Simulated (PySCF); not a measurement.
# Levels of Nb¹²⁺ from EOM-EA-GCCSD

Reference: closed-shell Nb¹³⁺, [Ar] 3d10; one electron is added. Calculated with PySCF 2.14, two-component X2C-1e with screened spin-orbit coupling, an even-tempered Gaussian basis (20 s from 0.32 bohr⁻², ratio 2.6; 15 p from 0.41 bohr⁻², ratio 2.6; 10 d from 0.41 bohr⁻², ratio 2.6; 6 f from 0.42 bohr⁻², ratio 2.8); frozen [Ar]; the 96 highest virtual spinors dropped; of the others 70 kept and the rest restored at second order. No Breit or QED terms. Binding energies in eV.

```
level  Koopmans  second order  EOM-CCSD
4s1/2    267.00        268.16    268.11
4p1/2    239.90        240.94    240.90
4p3/2    236.56        237.56    237.52
```

Electric-dipole lines between these computed levels:

```csv
lower,upper,ΔE (eV),vacuum wavelength (nm)
4s1/2,4p1/2,27.213,45.56
4s1/2,4p3/2,30.590,40.53
```

For comparison, the ionisation energy of Nb¹²⁺ is 268.59 eV (measured; NIST Atomic Spectra Database, ionization energies).
